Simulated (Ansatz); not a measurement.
Basis-set series for CH4BClFSb (`C[B](F)[SbH][Cl]`). The species carries charge 0 and has multiplicity 1. Sb takes the def2 core potential. The geometry is a stationary point of PBE0-D4/def2-TZVP. It is one conformer, not always the lowest.

```csv
functional,basis,functions,energy (Eh),HOMO (eV),LUMO (eV)
PBE0-D4,def2-SVP,106,-865.15424,-6.96,-1.37
PBE0-D4,def2-QZVPP,443,-865.54115,-7.11,-1.64
ωB97M-V,def2-SVP,106,-865.34513,-8.97,0.59
ωB97M-V,def2-QZVPP,443,-865.73680,-9.15,0.11
```

Give the rows for def2-TZVPP. (An estimate is asked.)

Computed: 
```csv
functional,basis,functions,energy (Eh),HOMO (eV),LUMO (eV)
PBE0-D4,def2-TZVPP,241,-865.51645,-7.08,-1.58
ωB97M-V,def2-TZVPP,241,-865.71302,-9.12,0.25
```

Positive LUMOs are unbound and depend on the basis.
